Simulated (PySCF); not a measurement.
Work out the structure from these simulated measurements.

Formula: C8H13NSi.

| Quantity | Value |
| --- | --- |
| Polarisability | 126.0 au [PBE0/def2-SVPD] |
| Rotational structure | rotational constants A, B, C: 2.042, 0.747, 0.662 GHz [PBE0-D3(BJ)/def2-SVP] |
| 13C NMR | chemical shifts (computed TMS as zero) by class: 176.8 (1 C), 156.1 (1 C), 139.4 (1 C), 134.1 (1 C), 127.6 (1 C), -1.7 (3 C) ppm [GIAO B3LYP/pcSseg-1] |
| Triplet | lowest triplet excitation (Tamm–Dancoff): 3.78 eV [TDA PBE0/def2-SVPD] |
| 1H NMR | chemical shifts (computed TMS as zero) by class: 8.77 (1 H), 7.42 (1 H), 7.33 (1 H), 6.95 (1 H), 0.31 (9 H) ppm [GIAO B3LYP/pcSseg-1] |
| UV, first state | lowest singlet excitation: 4.45 eV (279 nm, f = 0.005) [TDDFT PBE0/def2-SVPD] |

Electronic properties: PySCF, gas phase, density fitting. Levels stand in brackets. Isolated species at its PBE0-D3(BJ)/def2-SVP geometry, gas phase. Each NMR value is the plain mean over a class of atoms that symmetry, rotation or inversion makes alike.

Problem. Propose a structure and show how it fits.

Solution. Numbering: `[CH3:1][Si:2]([CH3:3])([CH3:4])[c:5]1[cH:6][cH:7][cH:8][cH:9][n:10]1`. Its formula, C8H13NSi, gives 4 degrees of unsaturation: 1 ring and 3 π bonds in the structure found (Kekulé form). 8 carbons fall into 6 classes; from least to most shielded: substituted aromatic carbon [C5] (176.8 ppm), aromatic CH next to a ring nitrogen [C9] (156.1 ppm), aromatic CH carbon [C7] (139.4 ppm), aromatic CH carbon [C6] (134.1 ppm), aromatic CH carbon [C8] (127.6 ppm), Si-methyl carbon [C1/C3/C4] (-1.7 ppm, 3 C). Hydrogen classes from least to most shielded: 1 H on an aromatic CH next to a ring nitrogen, C9 (8.77 ppm), 1 H on an aromatic CH carbon, C7 (7.42 ppm), 1 H on an aromatic CH carbon, C6 (7.33 ppm), 1 H on an aromatic CH carbon, C8 (6.95 ppm), 9 H on 3 Si-methyl carbons, C1/C3/C4 (0.31 ppm, a mean of values up to 0.8 ppm apart in this geometry). S1 is mainly HOMO→LUMO (weight 0.99); the largest Löwdin shares of the orbital it empties are 0.50 on the pyridine-type nitrogen, 0.14 on the substituted aromatic carbon, 0.09 on the aromatic CH next to a ring nitrogen and 0.06 on an aromatic CH carbon, of the orbital it fills 0.21 on an aromatic CH carbon, 0.21 on the pyridine-type nitrogen, 0.16 on the substituted aromatic carbon and 0.14 on an aromatic CH carbon. By its constants the optimised geometry is an asymmetric top. Structure: `C[Si](C)(C)c1ccccn1`. The assignments are read from this structure; whether some other isomer fits the data as well wasn't checked.

Conformer computed: `[CH3:1][Si:2]([CH3:3])([CH3:4])[c:5]1[cH:6][cH:7][cH:8][cH:9][n:10]1`: C1–Si2–C5–C6 0°.
